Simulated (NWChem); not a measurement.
Species: Si₂NH₆F; SMILES N[SiH2][SiH2]F

```xyz
10

Si    -0.4742     1.1843    -0.2684
F      0.9292     1.8387     0.3104
Si    -0.4712    -1.1105     0.3004
N      0.9075    -2.0153    -0.3010
H     -0.4754     1.3784    -1.7655
H     -1.6258     1.9711     0.3069
H     -1.7266    -1.7316    -0.2586
H     -0.4735    -1.2322     1.8015
H      1.0036    -2.0904    -1.3186
H      1.8179    -1.7683     0.1000
```
Atoms are numbered in this order, from 1.

Program: NWChem. The geometry was optimised at PBE-D3(BJ)/def2-SVP. Ions are spin-unrestricted doublets at the neutral geometry; other ion states weren't tried. Functional: LC-ωPBE (HJS hole) with def2-SVP; rows give the range parameter ω in 1/bohr.

### Question
At which range parameter does −ε(HOMO) equal the ΔSCF ionisation energy (optimal tuning)?

### Answer
about 0.35 per bohr, by linear interpolation in these runs:
```
range parameter (1/bohr)  vertical ionisation energy, ΔSCF (eV)  −ε(HOMO) (eV)  ΔSCF minus −ε(HOMO) (eV)
------------------------  -------------------------------------  -------------  ------------------------
0.10                                                       8.82           7.13                      1.69
0.20                                                       9.02           8.26                      0.76
0.30                                                       9.28           9.09                      0.19
0.40                                                       9.50           9.69                     -0.19
0.80                                                       9.80          10.80                     -1.00
```
